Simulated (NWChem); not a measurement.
The numbers come from NWChem runs, not from measurements. System: trans-dichloroethylene (C$_{2}$H$_{2}$Cl$_{2}$), charge 0, spin multiplicity 1, at a geometry optimised with B3LYP/def2-SVP. Level: RHF/def2-TZVP.

Job file:

```
start mol
memory heap 200 mb stack 900 mb global 1100 mb
geometry units angstroms nocenter noautoz
  Cl    -2.135063    -0.353957     0.000000
  C     -0.556591     0.367791     0.000000
  C      0.556591    -0.367791     0.000000
  Cl     2.135063     0.353957     0.000000
  H     -0.551022     1.459571     0.000000
  H      0.551022    -1.459571     0.000000
  symmetry group C2h
end
basis spherical
  * library def2-tzvp
end
scf
  rhf
  nopen 0
  maxiter 100
  thresh 1e-7
  semidirect memsize 60000000 filesize 0
end
task scf energy
```

Output (cleaned and shortened):

```
             Northwest Computational Chemistry Package (NWChem) 7.3.0
             --------------------------------------------------------

                                NWChem Input Module
                                -------------------

 Scaling coordinates for geometry "geometry" by  1.889725989
 (inverse scale =  0.529177249)

 Turning off AUTOSYM since
 SYMMETRY directive was detected!

                             Geometry "geometry" -> ""
                             -------------------------

 Output coordinates in angstroms (scale by  1.889725989 to convert to a.u.)

  No.       Tag          Charge          X              Y              Z
 ---- ---------------- ---------- -------------- -------------- --------------
    1 Cl                  17.0000    -2.13506300    -0.35395700     0.00000000
    2 C                    6.0000    -0.55659100     0.36779100     0.00000000
    3 C                    6.0000     0.55659100    -0.36779100     0.00000000
    4 Cl                  17.0000     2.13506300     0.35395700     0.00000000
    5 H                    1.0000    -0.55102200     1.45957100     0.00000000
    6 H                    1.0000     0.55102200    -1.45957100     0.00000000

 Effective nuclear repulsion energy (a.u.)     174.5362518093

            Nuclear Dipole moment (a.u.)
            ----------------------------
        X                 Y               Z
 ---------------- ---------------- ----------------
     0.0000000000     0.0000000000     0.0000000000

      Symmetry information
      --------------------

 Group name             C2h
 Group number             21
 Group order               4
 No. of unique centers     3

      Symmetry unique atoms

     1    2    5


 Summary of "ao basis" -> "" (spherical)
 ------------------------------------------------------------------------------
       Tag                 Description            Shells   Functions and Types
 ---------------- ------------------------------  ------  ---------------------
 *                         def2-tzvp                  on all atoms

 Summary of "ao basis" -> "ao basis" (spherical)
[...]
    20      0.228975  1 Cl pz               119      0.228975  4 Cl pz
    45     -0.227192  2 C  pz                76     -0.227192  3 C  pz

 Vector   25  Occ=0.000000D+00  E= 1.145293D-01  Symmetry=bg
              MO Center= -3.5D-15,  7.4D-15, -1.9D-15, r^2= 3.3D+00
   Bfn.  Coefficient  Atom+Function         Bfn.  Coefficient  Atom+Function
  ----- ------------  ---------------      ----- ------------  ---------------
    51      0.861935  2 C  pz                82     -0.861935  3 C  pz
    20     -0.300562  1 Cl pz               119      0.300562  4 Cl pz
    45      0.256502  2 C  pz                76     -0.256502  3 C  pz
    48      0.230853  2 C  pz                79     -0.230853  3 C  pz

 Vector   26  Occ=0.000000D+00  E= 1.653605D-01  Symmetry=ag
              MO Center= -1.2D-14,  4.8D-15,  3.0D-16, r^2= 7.2D+00
   Bfn.  Coefficient  Atom+Function         Bfn.  Coefficient  Atom+Function
  ----- ------------  ---------------      ----- ------------  ---------------
   139      2.753223  5 H  s                145      2.753223  6 H  s
    50     -1.901475  2 C  py                81      1.901475  3 C  py
    42     -1.698772  2 C  s                 73     -1.698772  3 C  s
    49     -0.460114  2 C  px                80      0.460114  3 C  px
     5     -0.288758  1 Cl s                104     -0.288758  4 Cl s

 Vector   27  Occ=0.000000D+00  E= 1.658559D-01  Symmetry=bu
              MO Center= -9.0D-14, -1.2D-14, -5.0D-15, r^2= 6.7D+00
   Bfn.  Coefficient  Atom+Function         Bfn.  Coefficient  Atom+Function
  ----- ------------  ---------------      ----- ------------  ---------------
     5      0.841851  1 Cl s                104     -0.841851  4 Cl s
   139     -0.808946  5 H  s                145      0.808946  6 H  s
    18      0.743654  1 Cl px               117      0.743654  4 Cl px
    50      0.492037  2 C  py                81      0.492037  3 C  py
    49      0.461681  2 C  px                80      0.461681  3 C  px

 center of mass
 --------------
 x =   0.00000000 y =   0.00000000 z =   0.00000000

 moments of inertia (a.u.)
 ------------------
          58.218004363689        -165.408968123254           0.000000000000
        -165.408968123254        1167.229631909787           0.000000000000
           0.000000000000           0.000000000000        1225.447636273476

  Mulliken analysis of the total density
  --------------------------------------

    Atom       Charge   Shell Charges
 -----------   ------   -------------------------------------------------------
    1 Cl  17    17.09   2.01  0.45  1.52  1.09  0.83  4.18  1.69  1.07  2.79  1.38  0.02  0.04  0.01
    2 C    6     6.08   0.85  1.12  0.50  0.60  0.07  1.18  1.35  0.25  0.02  0.11  0.01
    3 C    6     6.08   0.85  1.12  0.50  0.60  0.07  1.18  1.35  0.25  0.02  0.11  0.01
    4 Cl  17    17.09   2.01  0.45  1.52  1.09  0.83  4.18  1.69  1.07  2.79  1.38  0.02  0.04  0.01
    5 H    1     0.83   0.26  0.48  0.07  0.02
    6 H    1     0.83   0.26  0.48  0.07  0.02

       Multipole analysis of the density wrt the origin
       ------------------------------------------------

     L   x y z        total         open         nuclear
     -   - - -        -----         ----         -------
     0   0 0 0     -0.000000      0.000000     48.000000

     1   1 0 0     -0.000000      0.000000      0.000000
     1   0 1 0     -0.000000      0.000000      0.000000
     1   0 0 1      0.000000      0.000000      0.000000

     2   2 0 0    -30.061862      0.000000    568.919002
     2   1 1 0     -0.897665      0.000000     77.240248
     2   1 0 1     -0.000000      0.000000      0.000000
     2   0 2 0    -25.610544      0.000000     36.223614
     2   0 1 1      0.000000      0.000000      0.000000
     2   0 0 2    -28.952285      0.000000      0.000000

 Task  times  cpu:        2.7s     wall:        2.7s

 Total times  cpu:        2.7s     wall:        2.7s
```
